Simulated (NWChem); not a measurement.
System: CH$_{4}$MgSe; SMILES [CH3][Mg][SeH]

Here is an NWChem input.

```
start job
memory heap 200 mb stack 900 mb global 1100 mb
geometry units angstroms
  Mg     0.493238    -1.305949     0.447870
  C      2.081406    -2.434828    -0.310122
  H      1.829668    -3.468793    -0.533119
  H      2.946213    -2.428882     0.350977
  H      2.360437    -1.939832    -1.243200
  Se    -0.538971     0.860762    -0.083489
  H     -1.610367     0.911845     0.861434
end
basis spherical
  * library def2-svp
end
dft
  xc pbe0
  iterations 150
end
driver
  maxiter 120
end
task dft optimize
task dft freq
```

NWChem printed, in part:

```
             Northwest Computational Chemistry Package (NWChem) 7.3.0
             --------------------------------------------------------

 C1  symmetry detected

                             Geometry "geometry" -> ""
                             -------------------------

 Output coordinates in angstroms (scale by  1.889725989 to convert to a.u.)

  No.       Tag          Charge          X              Y              Z
 ---- ---------------- ---------- -------------- -------------- --------------
    1 Mg                  12.0000    -0.55822303    -1.18194089     0.00285468
    2 C                    6.0000     0.45121459    -3.01284475    -0.00204305
    3 H                    1.0000     0.11613316    -3.70700304    -0.76888594
    4 H                    1.0000     0.39898545    -3.51701054     0.96131948
    5 H                    1.0000     1.49542033    -2.75974261    -0.19974881
    6 Se                  34.0000     0.09293952     1.18837920     0.00076277
    7 H                    1.0000    -1.17909384     1.83922264    -0.04061685

 Effective nuclear repulsion energy (a.u.)     175.6368896613

                                Z-matrix (autoz)
                                --------

 Units are Angstrom for bonds and degrees for angles

[...]

      ----------------------
      Optimization converged
      ----------------------

  Step       Energy      Delta E   Gmax     Grms     Xrms     Xmax
  ---- ---------------- -------- -------- -------- -------- --------
@    9   -2641.34646868 -3.2D-08  0.00002  0.00001  0.00029  0.00070
                                     ok       ok       ok       ok

                                Z-matrix (autoz)
                                --------

 Units are Angstrom for bonds and degrees for angles

[...]

 Rotational Constants
 --------------------
 A=   3.157865 cm-1  (  4.543361 K)
 B=   0.051445 cm-1  (  0.074016 K)
 C=   0.051108 cm-1  (  0.073531 K)

 Temperature                      =   298.15K
 frequency scaling parameter      =   1.0000

 Zero-Point correction to Energy  =   26.405 kcal/mol  (  0.042079 au)
 Thermal correction to Energy     =   29.850 kcal/mol  (  0.047570 au)
 Thermal correction to Enthalpy   =   30.443 kcal/mol  (  0.048513 au)

 Total Entropy                    =   75.263 cal/mol-K
   - Translational                =   40.217 cal/mol-K (mol. weight = 118.9346)
   - Rotational                   =   24.767 cal/mol-K (symmetry #  =        1)
   - Vibrational                  =   10.279 cal/mol-K

 Cv (constant volume heat capacity) =   16.489 cal/mol-K
   - Translational                  =    2.979 cal/mol-K
   - Rotational                     =    2.979 cal/mol-K
   - Vibrational                    =   10.530 cal/mol-K

[normal modes left out]

 ----------------------------------------------------------------------------
 Normal Eigenvalue ||           Projected Infra Red Intensities
  Mode   [cm**-1]  || [atomic units] [(debye/angs)**2] [(KM/mol)] [arbitrary]
 ------ ---------- || -------------- ----------------- ---------- -----------
    1      -45.880 ||    0.003092           0.071         3.014       2.036
    2       -0.000 ||    0.002166           0.050         2.112       1.426
    3        0.000 ||    0.000161           0.004         0.157       0.106
    4        0.000 ||    0.000000           0.000         0.000       0.000
    5        0.000 ||    0.000099           0.002         0.096       0.065
    6        0.000 ||    0.000242           0.006         0.236       0.159
    7        0.000 ||    0.000000           0.000         0.000       0.000
    8      107.861 ||    0.021634           0.499        21.090      14.244
    9      115.414 ||    0.019163           0.442        18.681      12.617
   10      275.660 ||    0.007143           0.165         6.964       4.703
   11      469.137 ||    0.003140           0.072         3.061       2.068
   12      586.024 ||    0.075505           1.742        73.606      49.713
   13      586.657 ||    0.077063           1.778        75.125      50.739
   14      589.556 ||    0.063111           1.456        61.524      41.553
   15     1145.611 ||    0.000132           0.003         0.129       0.087
   16     1421.972 ||    0.000062           0.001         0.060       0.041
   17     1422.480 ||    0.000015           0.000         0.015       0.010
   18     2438.860 ||    0.016378           0.378        15.967      10.784
   19     3038.679 ||    0.015783           0.364        15.386      10.392
   20     3139.713 ||    0.007055           0.163         6.877       4.645
   21     3141.844 ||    0.007004           0.162         6.828       4.612
 ----------------------------------------------------------------------------

 ===============================================================================
      Negative Nuclear Hessian Mode    1  Eigenvalue =    -45.88 cm**(-1)
 -------------------------------------------------------------------------------
   Raw step length:  0.525 angstroms ;  The Raw step for this mode is:
    1 Mg                  12.0000    -0.00002760    -0.00002127    -0.00135766
    2 C                    6.0000     0.00019556     0.00001513     0.00118126
    3 H                    1.0000    -0.14710391    -0.01635989     0.12584162
    4 H                    1.0000     0.18001488     0.02252221     0.06615655
    5 H                    1.0000    -0.03433461    -0.00641634    -0.19042916
    6 Se                  34.0000     0.00012360     0.00005489     0.00536737
    7 H                    1.0000    -0.00992602    -0.00371856    -0.40361838

  Geometry after  100.0% step for mode  1; Step length =  0.525 angstroms
   Maximum component (any atom: x,y, or z) displacement:  0.763
    1 Mg                  12.0000     0.23597116    -0.90765525    -0.01840918
    2 C                    6.0000     0.48326610    -2.97981395     0.00037599
    3 H                    1.0000    -0.27056976    -3.48669061    -0.65514533
    4 H                    1.0000     0.36811368    -3.39733623     1.03303568
    5 H                    1.0000     1.49956412    -3.27104848    -0.37081278
    6 Se                  34.0000    -0.01773811     1.52499734    -0.03036406
    7 H                    1.0000    -1.49228912     1.36268337    -0.40189645

  Geometry after -100.0% step for mode  1; Step length =  0.525 angstroms
   Maximum component (any atom: x,y, or z) displacement:  0.763
    1 Mg                  12.0000     0.23602636    -0.90761272    -0.01569385
    2 C                    6.0000     0.48287499    -2.97984422    -0.00198653
    3 H                    1.0000     0.02363806    -3.45397084    -0.90682856
    4 H                    1.0000     0.00808391    -3.44238064     0.90072257
    5 H                    1.0000     1.56823335    -3.25821579     0.01004554
    6 Se                  34.0000    -0.01798530     1.52488756    -0.04109881
    7 H                    1.0000    -1.47243708     1.37012048     0.40534032

  Geometry after   50.0% step for mode  1; Step length =  0.262 angstroms
   Maximum component (any atom: x,y, or z) displacement:  0.381
    1 Mg                  12.0000     0.23598496    -0.90764462    -0.01773035
    2 C                    6.0000     0.48316832    -2.97982152    -0.00021464
    3 H                    1.0000    -0.19701781    -3.47851067    -0.71806614
    4 H                    1.0000     0.27810624    -3.40859733     0.99995740
    5 H                    1.0000     1.51673143    -3.26784031    -0.27559820
    6 Se                  34.0000    -0.01779991     1.52496990    -0.03304775
    7 H                    1.0000    -1.48732611     1.36454265    -0.20008725

  Geometry after  -50.0% step for mode  1; Step length =  0.262 angstroms
   Maximum component (any atom: x,y, or z) displacement:  0.381
    1 Mg                  12.0000     0.23601256    -0.90762335    -0.01637269
    2 C                    6.0000     0.48297277    -2.97983665    -0.00139590
    3 H                    1.0000    -0.04991389    -3.46215078    -0.84390776
    4 H                    1.0000     0.09809136    -3.43111954     0.93380085
    5 H                    1.0000     1.55106604    -3.26142397    -0.08516904
    6 Se                  34.0000    -0.01792351     1.52491500    -0.03841512
    7 H                    1.0000    -1.47740009     1.36826120     0.20353113

  Geometry after   26.2% step for mode  1; Step length =  0.138 angstroms
   Maximum component (any atom: x,y, or z) displacement:  0.200
    1 Mg                  12.0000     0.23599152    -0.90763956    -0.01740752
    2 C                    6.0000     0.48312182    -2.97982512    -0.00049553
    3 H                    1.0000    -0.16203894    -3.47462056    -0.74798918
    4 H                    1.0000     0.23530169    -3.41395274     0.98422647
    5 H                    1.0000     1.52489563    -3.26631461    -0.23031731
    6 Se                  34.0000    -0.01782930     1.52495685    -0.03432402
    7 H                    1.0000    -1.48496587     1.36542686    -0.10411351

  Geometry after  -26.2% step for mode  1; Step length =  0.138 angstroms
   Maximum component (any atom: x,y, or z) displacement:  0.200
    1 Mg                  12.0000     0.23600600    -0.90762841    -0.01669552
    2 C                    6.0000     0.48301927    -2.97983306    -0.00111502
    3 H                    1.0000    -0.08489276    -3.46604089    -0.81398471
    4 H                    1.0000     0.14089590    -3.42576413     0.94953178
    5 H                    1.0000     1.54290184    -3.26294967    -0.13044993
    6 Se                  34.0000    -0.01789412     1.52492806    -0.03713885
    7 H                    1.0000    -1.47976033     1.36737699     0.10755739

  Geometry after   13.1% step for mode  1; Step length =  0.069 angstroms
   Maximum component (any atom: x,y, or z) displacement:  0.100
    1 Mg                  12.0000     0.23599514    -0.90763677    -0.01722952
    2 C                    6.0000     0.48309619    -2.97982710    -0.00065040
    3 H                    1.0000    -0.14275240    -3.47247564    -0.76448807
    4 H                    1.0000     0.21170024    -3.41690558     0.97555280
    5 H                    1.0000     1.52939718    -3.26547337    -0.20535047
    6 Se                  34.0000    -0.01784551     1.52494965    -0.03502773
    7 H                    1.0000    -1.48366449     1.36591439    -0.05119579

  Geometry after  -13.1% step for mode  1; Step length =  0.069 angstroms
   Maximum component (any atom: x,y, or z) displacement:  0.100
    1 Mg                  12.0000     0.23600238    -0.90763120    -0.01687352
    2 C                    6.0000     0.48304491    -2.97983107    -0.00096014
    3 H                    1.0000    -0.10417930    -3.46818581    -0.79748583
    4 H                    1.0000     0.16449735    -3.42281128     0.95820545
    5 H                    1.0000     1.53840029    -3.26379090    -0.15541678
    6 Se                  34.0000    -0.01787791     1.52493525    -0.03643514
    7 H                    1.0000    -1.48106172     1.36688946     0.05463966
```

Level: PBE0/def2-SVP. This build's default masses of Se (78.918 u) and Br (79.917 u) are each other's, which moves their modes by up to 0.6 %. The optimisation ended at a saddle point (imaginary frequency).
